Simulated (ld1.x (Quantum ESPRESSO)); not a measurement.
## chlorine (Cl) PAW: all-electron and pseudo phase curves

ld1.x (Quantum ESPRESSO) 7.5 input, shortened:

```
&input
   title='Cl', zed=17., rel=1, dft='PBE', iswitch=3,
   config='[Ne] 3s2 3p3.5 3d-2'
 /
 &inputp
   pseudotype=3, lpaw=.true., tm=.true., lloc=-2, rcloc=0.55,
   nlcc=.true., new_core_ps=.true.,
   which_augfun='BG', rmatch_augfun=0.60
 /
6
2S  1  0   2.00   0.00  0.60  0.65  0.0
3S  2  0   2.00   0.00  0.60  0.65  0.0
2P  2  1   6.00   0.00  0.75  0.85  0.0
3P  3  1   3.50   0.00  0.75  0.85  0.0
3D  3  2  -2.00   0.50  0.60  0.75  0.0
3D  3  2  -2.00   1.95  0.60  0.75  0.0
 &test
   configts(1)='2s2 2p6 3s2 3p3.5'
 /
```

The phase is arctan(r·u′/u) with u = r·R(r), unwrapped; energies in Ry, scanned from -22 to 5 Ry. A pole is an energy at which the radial function vanishes at the test radius. The pseudo phase is shifted by a multiple of π to meet the all-electron one at the reference energy, and phase errors are pseudo minus all-electron; the curves can meet again beyond the range given. Levels narrower than the energy grid can be missing from the lists of poles.

**Question.** For each channel, where are the poles, and over which energies does the pseudopotential scatter like the atom?

**Answer.**

```tsv
channel	radius (bohr)	reference energy (Ry)	poles, all-electron	poles, pseudo	unbroken range about the reference energy with phases within 0.05 rad	phase error 1 Ry above the reference energy (rad)
s	0.95	-2.82	-19.10	-19.09	the whole range	+0.000
p	0.95	-1.87	-14.75	-14.74	below 3.5	+0.001
d	0.95	0.50	none	none	the whole range	+0.000
```

Phases in the s channel:

```csv
E (Ry),all-electron,pseudo
-22.00,0.977,0.976
-21.40,0.686,0.685
-20.80,-0.256,-0.256
-20.20,-1.183,-1.182
-19.60,-1.468,-1.467
-19.00,-1.585,-1.585
-18.40,-1.648,-1.648
-17.80,-1.689,-1.689
-17.20,-1.719,-1.719
-16.60,-1.742,-1.742
-16.00,-1.761,-1.761
-15.40,-1.777,-1.777
-14.80,-1.792,-1.792
-14.20,-1.806,-1.806
-13.60,-1.819,-1.819
-13.00,-1.831,-1.831
-12.40,-1.844,-1.844
-11.80,-1.857,-1.857
-11.20,-1.870,-1.870
-10.60,-1.883,-1.883
-10.00,-1.897,-1.897
-9.40,-1.912,-1.912
-8.80,-1.927,-1.928
-8.20,-1.944,-1.944
-7.60,-1.962,-1.963
-7.00,-1.982,-1.982
-6.40,-2.004,-2.004
-5.80,-2.028,-2.028
-5.20,-2.055,-2.055
-4.60,-2.085,-2.085
-4.00,-2.120,-2.120
-3.40,-2.159,-2.159
-2.80,-2.204,-2.204
-2.20,-2.257,-2.257
-1.60,-2.319,-2.319
-1.00,-2.392,-2.393
-0.40,-2.480,-2.480
0.20,-2.583,-2.584
0.80,-2.707,-2.708
1.40,-2.850,-2.853
2.00,-3.013,-3.018
2.60,-3.189,-3.195
3.20,-3.368,-3.377
3.80,-3.541,-3.550
4.40,-3.697,-3.708
5.00,-3.834,-3.845
```
